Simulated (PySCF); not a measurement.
**Atomic charges by several schemes**

Compound: C₅H₁₃ClO₂Si.
Numbering: `[CH3:1][O:2][CH2:3][Si@@H:4]([Cl:5])[C@H:6]([CH3:7])[O:8][CH3:9]` (hydrogens: H10, H11, H12 on C1; H13, H14 on C3; H15 on Si4; H16 on C6; H17, H18, H19 on C7; H20, H21, H22 on C9)

Cartesian coordinates in Å at the GFN2-xTB level; atoms count from 1:
```xyz
22
C5H13ClO2Si angstrom
C      3.6821    0.3517    0.5397
O      2.6869    0.3077    1.5236
C      1.3897    0.6179    1.0474
Si     0.6560   -0.6769   -0.1668
Cl     1.1632   -2.5456    0.4021
C     -1.2529   -0.5149   -0.1433
C     -1.9411   -1.3918   -1.1875
O     -1.4596    0.8765   -0.3609
C     -2.7770    1.3212   -0.1507
H      3.6995    1.3254    0.0340
H      4.6287    0.1918    1.0524
H      3.5415   -0.4318   -0.2145
H      1.3924    1.6130    0.5825
H      0.7765    0.6872    1.9489
H      1.1310   -0.4617   -1.5374
H     -1.6591   -0.7814    0.8477
H     -1.6665   -1.0597   -2.1853
H     -1.6238   -2.4232   -1.0615
H     -3.0246   -1.3524   -1.0916
H     -2.7404    2.4093   -0.1617
H     -3.1573    0.9795    0.8199
H     -3.4555    0.9777   -0.9387
```

Density: PBE0/pcSseg-1 (PySCF); schemes: Mulliken, IAO, Hirshfeld and ESP-fitted. Geometry: GFN2-xTB, one conformer, isolated molecule.

Problem. Atoms with like bonding are taken together and averaged. Which atoms carry the highest charge in the Mulliken, IAO, Hirshfeld and ESP-fitted schemes?

Solution. The schemes don't all agree: Mulliken Si4 (+0.816); IAO Si4 (+0.906); Hirshfeld Si4 (+0.350); ESP-fitted C6 (+0.253).

Problem. For which atoms does the sign change between the 4 schemes (beyond +0.03 e in one, beyond −0.03 e in another)?

Solution. C6. Atomic charges aren't observables, and each scheme defines them in its own way.

Problem. At which atom do the 4 schemes differ most?

Solution. At Si4: from +0.173 (ESP-fitted) to +0.906 e (IAO), 0.733 e apart.

Problem. What partial charge does each atom carry?

Solution. In e; atoms taken as equivalent share a row and are averaged (×n: the atom named and its like, n in all):

| atom | environment | Mulliken | IAO | Hirshfeld | ESP-fitted |
| --- | --- | --- | --- | --- | --- |
| C1 | methoxy carbon | -0.036 | -0.198 | -0.044 | -0.207 |
| O2 | ether oxygen | -0.504 | -0.382 | -0.151 | -0.283 |
| C3 | sp3 carbon bound to oxygen | -0.223 | -0.328 | -0.088 | -0.136 |
| Si4 | chlorine-bound silicon | +0.816 | +0.906 | +0.350 | +0.173 |
| Cl5 | silicon-bound chlorine | -0.318 | -0.310 | -0.114 | -0.148 |
| C6 | sp3 carbon bound to oxygen | -0.282 | -0.172 | -0.043 | +0.253 |
| C7 | methyl carbon | -0.245 | -0.437 | -0.130 | -0.508 |
| O8 | ether oxygen | -0.532 | -0.403 | -0.140 | -0.308 |
| C9 | methoxy carbon | -0.016 | -0.201 | -0.039 | -0.230 |
| H10/H11/H12 | methyl hydrogen | +0.104 | +0.132 | +0.039 | +0.120 |
| H13 | methylene hydrogen | +0.129 | +0.136 | +0.036 | +0.111 |
| H14 | methylene hydrogen | +0.143 | +0.163 | +0.046 | +0.127 |
| H15 | Si–H hydrogen | -0.049 | -0.129 | -0.078 | -0.026 |
| H16 | methine hydrogen | +0.129 | +0.118 | +0.029 | +0.053 |
| H17/H18/H19 | methyl hydrogen | +0.123 | +0.146 | +0.040 | +0.140 |
| H20/H21/H22 | methyl hydrogen | +0.102 | +0.135 | +0.043 | +0.117 |

Mean size of the charges over all atoms: IAO 0.233 e, Mulliken 0.200 e, ESP-fitted 0.168 e, Hirshfeld 0.075 e. Each set sums to the total charge, 0, to within 0.001 e. The Hirshfeld scheme divides the density at each point in proportion to the densities of the neutral, spherically averaged free atoms. The IAO scheme counts the electrons in orthogonalised intrinsic atomic orbitals, a minimal basis polarised so that it spans the occupied orbitals exactly.

Some averages cover members that differ in this geometry: H10/H11/H12, IAO +0.117 to +0.160; H20/H21/H22, ESP-fitted +0.096 to +0.137; H10/H11/H12, Mulliken +0.086 to +0.124; H20/H21/H22, IAO +0.121 to +0.159 e.

Problem. How closely do the schemes follow one another over all atoms?

Solution. Correlation coefficient and root-mean-square difference: IAO with Hirshfeld 0.99, 0.192 e; Mulliken with Hirshfeld 0.96, 0.178 e; Mulliken with IAO 0.95, 0.089 e; IAO with ESP-fitted 0.75, 0.194 e; Hirshfeld with ESP-fitted 0.70, 0.144 e; Mulliken with ESP-fitted 0.64, 0.212 e.

Problem. Sum the charges by element, for elements with more than one atom.

Solution. 
| element | atoms | Mulliken | IAO | Hirshfeld | ESP-fitted |
| --- | --- | --- | --- | --- | --- |
| C | 5 | -0.802 | -1.336 | -0.344 | -0.829 |
| O | 2 | -1.036 | -0.785 | -0.291 | -0.591 |
| H | 13 | +1.339 | +1.525 | +0.398 | +1.394 |
